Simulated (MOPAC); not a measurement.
MOPAC input (PM6):

```
PM6 PRECISE GNORM=0.05 LET XYZ GEO-OK AUX(PRECISION=9) THREADS=1
ClGa

Ga   -0.00000000 1   -0.00000000 1   -0.79294171 1
Cl    0.00000000 1    0.00000000 1    1.44595253 1
```

Output:

```
 *******************************************************************************
 **                                                                           **
 **                              MOPAC v23.2.5                                **
 **                                                                           **
 *******************************************************************************
 ** MOPAC's Digital Object Identifier: https://doi.org/10.5281/zenodo.6511958 **
 **                                                                           **
 ** Please cite the open-source release paper for use of this MOPAC version:  **
 ** J. E. Moussa and J. J. P. Stewart (2026)                                  **
 ** MOPAC: An open-source semiempirical molecular orbital program             **
 ** J. Open Source Softw., 11(119), 8025, https://doi.org/10.21105/joss.08025 **
 *******************************************************************************

                              PM6 CALCULATION RESULTS

 *******************************************************************************
 *  PM6        - The PM6 Hamiltonian to be used
 *  GEO-OK     - OVERRIDE INTERATOMIC DISTANCE AND OTHER SAFETY CHECKS
 *  LET        - OVERRIDE SOME SAFETY CHECKS
 *  PRECISE    - TIGHTER CRITERIA TO BE USED
 *  XYZ        - CARTESIAN COORDINATE SYSTEM TO BE USED
 *  GNORM      - EXIT WHEN GRADIENT NORM DROPS BELOW 0.050
 *  AUX        - OUTPUT AUXILIARY INFORMATION
 *******************************************************************************
PM6 PRECISE GNORM=0.05 LET XYZ GEO-OK AUX(PRECISION=9) THREADS=1
 ClGa

   ATOM   CHEMICAL          X               Y               Z
  NUMBER   SYMBOL      (ANGSTROMS)     (ANGSTROMS)     (ANGSTROMS)

     1      Ga         -0.00000000  *  -0.00000000  *  -0.79294171  *
     2      Cl          0.00000000  *   0.00000000  *   1.44595253  *

          CARTESIAN COORDINATES

    NO.       ATOM           X           Y           Z

     1        Ga         -0.0000     -0.0000     -0.7929
     2        Cl          0.0000      0.0000      1.4460

 General Reference for PM6:
 "Optimization of Parameters for Semiempirical Methods V: Modification of NDDO Approximations
 and Application to 70 Elements", J. J. P. Stewart, J. Mol. Mod., 13, 1173-1213 (2007)
 URL: https://link.springer.com/article/10.1007/s00894-007-0233-4

           Empirical Formula: Ga Cl  =     2 atoms

      MOLECULAR POINT GROUP   :   C*v

      RHF CALCULATION, NO. OF DOUBLY OCCUPIED LEVELS = 5

          Geometry optimization using EF

          DIAGONAL MATRIX USED AS START HESSIAN

 CYCLE:     1  GRAD.:    21.750 HEAT: -24.07583
 CYCLE:     2  GRAD.:    66.469 HEAT: -22.05294
 CYCLE:     3  GRAD.:     4.041 HEAT: -24.42682
 CYCLE:     4  GRAD.:     0.691 HEAT: -24.43795
 CYCLE:     5  GRAD.:     0.007 HEAT: -24.43828

     GRADIENT =  0.00672 IS LESS THAN CUTOFF =  0.05000

 -------------------------------------------------------------------------------
 PM6 PRECISE GNORM=0.05 LET XYZ GEO-OK AUX(PRECISION=9) THREADS=1
 ClGa

     GEOMETRY OPTIMISED USING EIGENVECTOR FOLLOWING (EF).
     SCF FIELD WAS ACHIEVED

                              PM6 CALCULATION
                                                       MOPAC v23.2.5 Linux

          FINAL HEAT OF FORMATION =        -24.43828 KCAL/MOL =    -102.24978 KJ/MOL

          COSMO AREA              =         85.15 SQUARE ANGSTROMS
          COSMO VOLUME            =         68.95 CUBIC ANGSTROMS

          GRADIENT NORM           =          0.00672          =       0.00475 PER ATOM
          IONIZATION POTENTIAL    =         10.761393 EV
          HOMO LUMO ENERGIES (EV) =        -10.761 -0.427
          NO. OF FILLED LEVELS    =          5
          MOLECULAR WEIGHT        =        105.1880         POINT GROUP:  C*v

          MOLECULAR DIMENSIONS (Angstroms)

            Atom       Atom       Distance
           Cl     2   Ga     1     2.19296
           Cl     2   Ga     1     0.00000
           Ga     1   Cl     2     0.00000

          SCF CALCULATIONS        =          6

   ATOM   CHEMICAL          X               Y               Z
  NUMBER   SYMBOL      (ANGSTROMS)     (ANGSTROMS)     (ANGSTROMS)

     1      Ga          0.00000000  *   0.00000000  *  -0.76997641  *
     2      Cl          0.00000000  *  -0.00000000  *   1.42298723  *

                             CARTESIAN COORDINATES

   1   Ga        0.000000000     0.000000000    -0.769976413
   2   Cl        0.000000000    -0.000000000     1.422987233

           Empirical Formula: Ga Cl  =     2 atoms

      MOLECULAR POINT GROUP   :   C*v

                  EIGENVALUES
 -26.44306 -16.06294 -11.46722 -11.46722 -10.76139  -0.42692  -0.42692   0.73013
  91.37181  91.54687  91.54687  92.16368  92.16368

              NET ATOMIC CHARGES AND DIPOLE CONTRIBUTIONS

  ATOM NO.   TYPE          CHARGE      No. of ELECS.   s-Pop       p-Pop       d-Pop
    1         Ga           0.371218        2.6288     1.94937     0.67941
    2         Cl          -0.371218        7.3712     1.99549     5.37381     0.00191
 DIPOLE           X         Y         Z       TOTAL
 POINT-CHG.     0.000     0.000    -3.910     3.910
 HYBRID         0.000     0.000     1.618     1.618
 SUM            0.000     0.000    -2.292     2.292

          ATOMIC ORBITAL ELECTRON POPULATIONS

     Atom    s        px        py        pz      x^2-y^2     xz        z^2       yz        xy
    1 Ga   1.94937   0.08250   0.08250   0.51442
    2 Cl   1.99549   1.91737   1.91737   1.53908   0.00000   0.00014   0.00164   0.00014   0.00000

 **********************
 *                    *
 * JOB ENDED NORMALLY *
 *                    *
 **********************

 == MOPAC DONE ==
```
